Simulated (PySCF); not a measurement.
Ionisation energy of Pr²⁺ by level of theory

Pr²⁺ [Xe] 4f3 [4f5/2^3, M_J = 9/2] → Pr³⁺ [Xe] 4f2 [4f5/2^2, M_J = 4], as a difference of total energies. Computed with PySCF 2.14 in x2c-QZVPPall-2c (16s16p12d6f4g1h, 213 functions), with the two-component X2C-1e Hamiltonian. Correlated levels: [Ar] 3d10 frozen; the 40 highest virtual spinors dropped. "Screened" scales the spin-orbit matrix elements by Boettger's factors to mimic the two-electron term; Breit and QED terms are absent.

```csv
method,ionisation energy (eV)
GHF (spin-free),19.632
GMP2 (spin-free),21.401
GHF (screened spin-orbit),19.587
GMP2 (screened spin-orbit),21.364
```

**Question.** How much does correlation contribute at GMP2 (screened spin-orbit)?

**Answer.** 21.364 − (19.587) = 1.777 eV, measured against GHF (screened spin-orbit).

The spin-free rows relax to the high-spin LS determinant and lack the spin-orbit shift.

The labels give the starting determinants; with spin-orbit coupling the two ends relaxed to ⟨J²⟩ = 26.90, ⟨L²⟩ = 41.79, ⟨S²⟩ = 3.73 and ⟨J²⟩ = 20.87, ⟨L²⟩ = 29.72, ⟨S²⟩ = 1.98.

The determinant of Pr²⁺ and of Pr³⁺ mixes levels of different J (the jj label is only the starting occupation), so the difference between spin-free and spin-orbit rows is not the physical spin-orbit shift.

For comparison: 21.624 eV (measured; NIST Atomic Spectra Database, ionization energies).
